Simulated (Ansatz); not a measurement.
One change: `CO[CH2][GaH][ZnH]` becomes `CO[CH2][AlH][OH]`.

Ansatz, PBE0-D4/def2-TZVP geometries, multiplicity 1. Each molecule was computed in one conformer, which needn't be the lowest.

Scalar relativity is left out up to krypton.

```csv
property,`CO[CH2][GaH][ZnH]`
HOMO energy (ωB97M-V/def2-TZVPP) / eV,-8.29
LUMO energy (B3LYP/def2-TZVPP) / eV,-2.39
HOMO–LUMO gap (PBE/def2-TZVPP) / eV,2.20
size of the dipole moment (ωB97M-V/def2-TZVPP) / D,0.95
HOMO energy (B3LYP/def2-TZVPP) / eV,-6.04
HOMO–LUMO gap (PBE0/def2-TZVPP) / eV,4.06
```

Question: What does the change do to each property? (An estimate is asked.)

Answer: Ansatz gave: 
```
                                          property  `CO[CH2][AlH][OH]`  shift
             HOMO energy (ωB97M-V/def2-TZVPP) / eV               -9.05  -0.76
               LUMO energy (B3LYP/def2-TZVPP) / eV               -0.87   1.52
               HOMO–LUMO gap (PBE/def2-TZVPP) / eV                3.94   1.74
size of the dipole moment (ωB97M-V/def2-TZVPP) / D                1.42   0.47
               HOMO energy (B3LYP/def2-TZVPP) / eV               -6.55  -0.51
              HOMO–LUMO gap (PBE0/def2-TZVPP) / eV                6.11   2.05
```

With PBE0 the HOMO falls by 0.54 eV and the LUMO rises by 1.51 eV, so the gap widens by about 2.05 eV. PBE moves the HOMO by -0.27 eV and ωB97M-V by -0.76 eV. Dipoles are sizes alone; their direction can turn.

B3LYP here is the variant with VWN-RPA as its local correlation; programs differ in this.
